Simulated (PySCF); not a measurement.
PySCF input file for C4H7FSi, SMILES C=C=C[Si@H](C)F, HF/pcSseg-1. Coordinates come from a PBE0-D3(BJ)/def2-SVP optimisation. The structure was generated by enumeration; whether it is a known compound was not checked. The values are those of a single conformer.

```python
import numpy as np
from pyscf import gto, scf, dft
from pyscf.prop.nmr import rhf as nmr

mol = gto.M(
    atom='''
    C     2.15085516    1.50490224   -1.18080707
    C     1.30454788    0.50776820   -1.15316500
    C     0.43054966   -0.46662456   -1.08804485
    Si   -0.90872712   -0.46722467    0.20684401
    C    -0.90267065    1.10729137    1.19240394
    F    -0.64300955   -1.72542620    1.21456524
    H     1.95313783    2.39706843   -1.78323492
    H     3.08530830    1.46655013   -0.61218281
    H     0.50443078   -1.29134378   -1.81049349
    H    -2.22913953   -0.73570105   -0.43186628
    H    -1.17128248    1.96354158    0.55446133
    H     0.09496538    1.29878857    1.61585517
    H    -1.62784700    1.05105377    2.01823581
    ''',
    basis='pcSseg-1',
    charge=0,
    spin=0,
    max_memory=1600,
    verbose=3,
)
mf = scf.RHF(mol)
mf.conv_tol = 1e-10
mf.max_cycle = 100
mf.kernel()
n = nmr.NMR(mf)
n.verbose = 2
n.max_cycle_cphf = 60
sigma = n.kernel()
print('atom   isotropic/ppm   span/ppm')
for i, s in enumerate(sigma):
    w = np.linalg.eigvalsh((s + s.T) / 2)
    print(f'{mol.atom_symbol(i):2s}{i + 1:3d} {w.mean():14.3f} {w[2] - w[0]:11.3f}')
```

It prints:

```
converged SCF energy = -543.88635265195
atom   isotropic/ppm   span/ppm
C   1        115.699     159.244
C   2        -46.789     105.514
C   3        109.381     162.700
Si  4        392.119      72.836
C   5        194.072      15.814
F   6        392.260      36.443
H   7         26.838       5.813
H   8         26.762       5.807
H   9         26.395       5.390
H  10         27.078       8.053
H  11         31.702      11.858
H  12         30.982      10.876
H  13         31.162      12.371
```

Self-consistency was reached.
